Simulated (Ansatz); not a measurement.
Born–Oppenheimer molecular dynamics of C4H12OSi (18 atoms, charge 0, multiplicity 1). It starts from a relaxed structure.

The calculation used RKS PBE/STO-3G in Ansatz.

```yaml
ensemble: NVE (velocity Verlet)
time_step: 0.25 fs
steps_asked: 209
starting_velocities_drawn_for: 300 K
masses: H 3.016 u
seed: 70534
```

First frame:

```xyz
18
Properties=species:S:1:pos:R:3
C 0.981 -0.533 -2.100
C 1.466 -0.647 -0.628
C 0.623 0.240 0.375
O 0.628 1.671 -0.009
Si -1.210 -0.292 0.512
C -2.028 0.570 1.970
H 1.686 -1.036 -2.787
H -0.016 -0.994 -2.228
H 0.905 0.533 -2.389
H 1.435 -1.707 -0.296
H 2.529 -0.324 -0.574
H 1.098 0.099 1.384
H 1.648 1.875 0.001
H -1.923 0.031 -0.715
H -1.253 -1.736 0.707
H -1.979 1.666 1.857
H -1.536 0.308 2.921
H -3.091 0.288 2.053
```

Q: What does the run give?

A: All steps were run.

| Quantity | Value |
| --- | --- |
| steps done | 209 |
| time covered | 52.25 fs |
| mean temperature over the second half | 155 K |
| spread of the potential energy over the second half | 2.8 meV per atom |
| mean potential energy of the second half above the start | 16.7 meV per atom |

The conserved energy stayed within 0.022 meV per atom of its start (net change 0.0076 meV per atom), so the integration is sound. Over the second half the temperature averaged 0.52 of the 300 K drawn at the start: a run that starts near a minimum puts about half its kinetic energy into the potential. A run of 0.052 ps of so small a system gives no equilibrium averages. Limits of this set-up: minimal basis.

Q: What happens to the structure?

A: The same pairs are bonded in the first frame and the last. Pairs count as bonded within 1.25 times the sum of covalent radii (0.12 Å more for H–H). The details hang on the random start.

Q: How do temperature and energy run in time?

A: 
```csv
time (fs),T (K),potential energy less start (eV),conserved less start (meV/atom)
0,300,0.000,0.00
2.5,223,0.160,0.01
5,111,0.391,0.02
7.5,99,0.416,0.02
10,133,0.346,0.01
12.5,168,0.274,0.01
15,200,0.208,0.01
17.5,182,0.243,0.01
20,144,0.323,0.02
22.5,132,0.347,0.01
25,130,0.352,0.01
27.5,151,0.309,0.01
30,190,0.229,0.01
32.5,179,0.250,0.01
35,126,0.361,0.02
37.5,116,0.381,0.02
40,154,0.301,0.01
42.5,177,0.255,0.01
45,152,0.307,0.01
47.5,129,0.355,0.02
50,159,0.291,0.01
```

The run took 9.6 min on 1 thread of Arm Neoverse V2, with other jobs on the host, peak memory 0.087 GiB.
